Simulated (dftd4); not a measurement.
F2OS, triplet, at a GFN2-xTB geometry (a higher spin typed on purpose: for a closed-shell molecule this is an excited state); dftd4 4.2.0 with D4 for wb97x.

Here is a job for dftd4.
```
$ dftd4 mol.xyz --func wb97x --charge 0 --json dftd4.json --noedisp

# file mol.xyz
4

O      1.21599968    -0.69297283     0.21713150
S     -0.02029261     0.01156434    -0.00362349
F      0.34782053     1.74261021    -0.35541844
F     -1.39263337    -1.14719318     0.16885442
```

Write the output that dftd4 gives for this input, abridged.


```
                    ____  _____ _____     ____  _  _
      -------------|  _ \|  ___|_   _|---|  _ \| || |------------
     |             | | | | |_    | | ___ | | | | || |_           |
     |             | |_| |  _|   | ||___|| |_| |__   _|          |
     |             |____/|_|     |_|     |____/   |_|            |
     |             ===================================           |
     |            E. Caldeweyher, S. Ehlert & S. Grimme          |
     |          Mulliken Center for Theoretical Chemistry        |
     |                    University of Bonn                     |
      -----------------------------------------------------------

Rational (Becke-Johnson) damping: wb97x-D4-ATM
---------------------
  s6         1.0000
  s8         0.5093
  s9         1.0000
  a1         0.0662
  a2         5.4487
 alp        16.0000
--------------------

Dispersion energy:      -4.9917563727423E-03 Eh

[Info] JSON dump of results written to 'dftd4.json'
```
